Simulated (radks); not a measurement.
Polarisability of the aluminium ion Al3+, [Ne], at imaginary frequency. Method: non-relativistic Kohn-Sham, LDA (Slater exchange, Perdew-Wang correlation), spin-unpolarised, spherical densities, point nucleus; computed with a radial shooting solver on a logarithmic mesh with Libxc functionals. Response by self-consistent Sternheimer equations with the Hartree and adiabatic LDA kernel.

| w (hartree) | alpha1(iw) (bohr^3) | alpha2(iw) (bohr^5) |
|---|---|---|
| 0.00266 | 0.2834 | 0.2446 |
| 0.0143 | 0.2834 | 0.2446 |
| 0.0360 | 0.2834 | 0.2446 |
| 0.0697 | 0.2834 | 0.2446 |
| 0.118 | 0.2832 | 0.2444 |
| 0.186 | 0.2828 | 0.2441 |
| 0.280 | 0.2820 | 0.2435 |
| 0.413 | 0.2804 | 0.2422 |
| 0.605 | 0.2770 | 0.2396 |
| 0.892 | 0.2700 | 0.2341 |
| 1.35 | 0.2550 | 0.2222 |
| 2.12 | 0.2239 | 0.1974 |
| 3.59 | 0.1662 | 0.1497 |
| 6.94 | 0.08619 | 0.07955 |
| 17.5 | 0.02182 | 0.01981 |

Static values: alpha1 = 0.2834 bohr^3 (0.04200 angstrom^3; uncoupled 0.3191), alpha2 = 0.2446 bohr^5, alpha3 = 0.3616 bohr^7. C6 = 0.2659, C8 = 1.178, triple-dipole C9 = 0.05463 atomic units. One-pole (London) frequency 4 C6 / (3 alpha1^2) = 4.413 hartree, against 3.830 for minus the highest occupied eigenvalue. The dipole shielding factor is 0.769, as the force sum rule N/Z = 0.769 demands.
